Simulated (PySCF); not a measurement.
## Polarisability and C₆ of Au⁺ (gold, charge +1)

[Xe] 4f14 5d10, closed-shell 1S. All numbers are calculated (PySCF 2.14, scalar relativity by spin-free X2C-1e, in ANO-RCC-VTZP). Coupled (time-dependent) response in atomic units; α is the mean over directions. The basis has no added diffuse functions, which lowers α and C₆.

```
method  mean α (bohr³)  C₆ (like pair)  S(−4)
PBEsol           13.09           95.15  57.92
  BLYP           13.29           96.04  62.94
```

S(−4) is the Cauchy moment in α(ω) = α(0) + S(−4) ω² + …

α(iu) at PBEsol:

```tsv
u (hartree)	α(iu) (bohr³)
0	13.09
0.0500	12.94
0.100	12.55
0.200	11.32
0.300	9.996
0.500	7.946
0.750	6.298
1.00	5.146
1.50	3.565
2.00	2.564
3.00	1.474
5.00	0.6586
```

For an ion, C₆ is the dispersion term alone; charge-induced terms of lower order in 1/R come first.

Spin-orbit coupling, which splits the p, d and f shells strongly at this Z, is absent.
